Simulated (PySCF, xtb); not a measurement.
AlF2H4NO2Si, SMILES [OH][Al]([OH])[NH][SiH](F)F.

GFN2-xTB (xtb) at its own geometry gives an orbital gap of 4.00 eV and a dipole moment of 3.38 D.

Geometry: B3LYP-D3(BJ)/def2-SVP. The structure was generated by enumeration; whether it is a known compound was not checked. The values are those of a single conformer.

Problem. What does B3LYP/def2-TZVP run with PySCF give? (An estimate is asked for; the answer gives what the named calculation found.)

Solution. gap 7.23 eV (levels -8.20 and -0.97 eV), dipole 3.35 D.
